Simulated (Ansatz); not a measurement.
Molecule: S$_{2}$O, charge 0, multiplicity 1. 
Geometry from a B3LYP-D3(BJ)/def2-TZVP (Ansatz, a first-principles code) optimisation:
SMILES: [O-][S+]=S
```xyz
3

S     -1.2713    -0.2700    -0.0085
S      0.6249    -0.2533     0.0083
O      1.2928     1.0466     0.0004
```

Basis-set convergence of Hartree-Fock and CCSD(T) correlation energies (hartree) with Ansatz. Valence correlation only, unless marked. Spin-orbit coupling is left out. Non-relativistic.

The Hartree-Fock reference is unstable (checked in the largest basis), which strains HF and MP2. 

```csv
basis,functions,E(HF),"E(corr, CCSD(T))"
aug-cc-pV(D+d)Z,87,-869.89061,-0.53781
aug-cc-pV(T+d)Z,156,[?],[?]
```

Some entries are withheld; supply them.


- aug-cc-pV(T+d)Z, E(HF): -869.94574
- aug-cc-pV(T+d)Z, E(corr, CCSD(T)): -0.65649
